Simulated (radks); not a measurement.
Results of a calculation; reference values are marked as such.
Q: Ti2+, 20 electrons, occupied as [Ar] 3d2. Code: a radial shooting solver on a logarithmic mesh with Libxc functionals. Model: Dirac Kohn-Sham, PBE, spin-unpolarised, spherical densities, point nucleus; open shells fill j = l - 1/2 first. Some entries of the table are withheld. Estimate them.

orbital  occ.  eigenvalue (hartree)  <1/r> (bohr^-1)  <r> (bohr)
1s1/2       2             -179.4940            21.80     0.06959
2s1/2       2             -20.31052            4.560         (1)
2p1/2       2                   (2)              (3)      0.2880
2p3/2       4                   (4)              (5)      0.2907
3s1/2       2              -2.88557            1.397         (6)
3p1/2       2              -2.02783            1.273       1.078
3p3/2       4              -2.00364            1.261       1.086
3d3/2       2                   (7)              (8)       1.432
3d5/2       0                   (9)             (10)       1.436

A: 
(1) 2s1/2 <r> (bohr): 0.3247
(2) 2p1/2 eigenvalue (hartree): -17.04750
(3) 2p1/2 <1/r> (bohr^-1): 4.492
(4) 2p3/2 eigenvalue (hartree): -16.83529
(5) 2p3/2 <1/r> (bohr^-1): 4.435
(6) 3s1/2 <r> (bohr): 1.007
(7) 3d3/2 eigenvalue (hartree): -0.72388
(8) 3d3/2 <1/r> (bohr^-1): 0.9247
(9) 3d5/2 eigenvalue (hartree): -0.72198
(10) 3d5/2 <1/r> (bohr^-1): 0.9223
